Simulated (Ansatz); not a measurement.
Cartesian coordinates in Å:
```
O 0.776 1.869 1.929
C 0.713 0.967 1.197
N 0.715 0.012 0.465
Ga -0.277 -0.830 -0.813
Cl -2.136 0.103 -1.280
H 0.208 -2.122 -1.497
```

The species carries charge 0 and has multiplicity 1.

List the PBE/def2-TZVPP orbital energies in eV (Ansatz 0.2.0). (Best estimate.)

Ansatz gave: Occupied: -10094.98, -2739.09, -1234.85, -1094.58, -1094.46, -1094.44, -511.56, -381.13, -272.32, -249.65, -190.33, -190.20, -190.16, -144.69, -99.32, -99.06, -98.99, -27.86, -23.40, -21.63, -21.24, -21.20, -21.17, -21.14, -19.89, -13.81, -12.30, -11.44, -11.39, -10.47, -9.14, -8.31, -7.94, -7.53, -7.44. Lowest empty: -2.60, -1.75, -0.02, 0.39, 0.75, 1.26, 2.70, 2.78.
